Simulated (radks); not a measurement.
Values are calculated unless marked as measured or tabulated.
Initial-state core-level shifts of the platinum ion Pt2+ when its valence configuration changes from [Xe] 4f14 5d8. Code: a radial shooting solver on a logarithmic mesh with Libxc functionals. Model: scalar-relativistic Kohn-Sham, r2SCAN, spin-polarised, spherical densities, finite nucleus; open shells are filled with parallel spins first (spin-orbit coupling, left out, can overturn this in heavy ions); meta-GGA in the generalised Kohn-Sham scheme; Fermi nuclear charge, rms radius 5.427 fm. Shifts are changes of the shell-averaged eigenvalues in eV (positive: less bound); the change of the density at the nucleus, which sets a Mossbauer isomer shift, is in e/bohr^3, on a base of 2.116e+06.

valence,3s,3p,3d,4s,density at nucleus
4f12 5d8 6p2,-42.647,-42.596,-42.405,-37.989,+295.6
4f14 5d7.5 6s0.5,-1.925,-1.925,-1.932,-1.909,+103.2
4f11 5d9 6p2,-59.315,-59.232,-58.936,-51.871,+435.8
4f11 5d8 6p3,-65.384,-65.299,-65.026,-57.833,+458.5
4f13 5d7.5 6s0.5 6p1,-22.881,-22.856,-22.767,-20.704,+254.6
4f12 5d7.5 6s1.5 6p1,-43.407,-43.353,-43.175,-38.699,+639.5
4f12 5d7 6s2 6p1,-45.751,-45.697,-45.530,-40.996,+768.5
4f11 5d7 6s2 6p2,-68.856,-68.769,-68.523,-61.173,+982.5
4f13.5 5d8.5,-7.490,-7.479,-7.423,-6.477,+63.2
